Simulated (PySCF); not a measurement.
# Two-component Hartree-Fock for Ge⁺ (germanium, charge +1)

Start: [Ar] 3d10 4s2 4p1; 4p3/2 filled at m_j = +3/2. Calculated with PySCF 2.14 in x2c-TZVPall-2c with one added diffuse shell each of s, p, d type (7s8p5d1f, 63 functions): generalised Hartree-Fock with the X2C-1e Hamiltonian and a Gaussian nucleus; one run each with spin-orbit coupling (SO) switched off, then screened by Boettger's factors. This is a chosen level, not necessarily the ground level.

```
spinor shell  electrons  ε, spin-free (eV)  ε, screened SO (eV)  weight of nominal j (screened SO)  rms radius, screened SO (bohr)
       1s1/2          2           -11188.7             -11188.5                              1.000                          0.0542
       2s1/2          2            -1463.2              -1463.2                              1.000                           0.227
       2p1/2          2            -1275.0              -1296.9                              1.000                           0.201
       2p3/2          4            -1275.0              -1264.5                              1.000                           0.204
       3s1/2          2            -210.68              -210.71                              1.000                           0.667
       3p1/2          2            -150.87              -153.96                              1.000                           0.694
       3d3/2          4            -52.671              -53.082                              0.987                           0.810
       3d5/2          6            -52.671              -52.461                              0.991                           0.815
       4s1/2          2            -23.412              -23.432                              0.999                            2.24
       4p3/2          1            -15.371              -15.296                              1.000                            2.82
```

(1) Where does 3p3/2 lie, and what is the 3p spin-orbit splitting (screened SO)?

```
   quantity    spin-free  screened SO
E (hartree)  -2096.73408  -2096.80853
        M_J          3/2          3/2
       ⟨J²⟩        3.761        3.760
       ⟨L²⟩        2.008        2.010
       ⟨S²⟩        0.753        0.755
```

Each row is a mean over spinors that exchange with the open shell spreads, by up to 2.255 eV (4s1/2).

Without spin-orbit coupling the j labels of p, d and f shells carry no meaning; the spin-free column gives the mean over the occupied spinors of each nl shell.

Results:

(1) At -149.44 eV, 4.517 eV above 3p1/2.
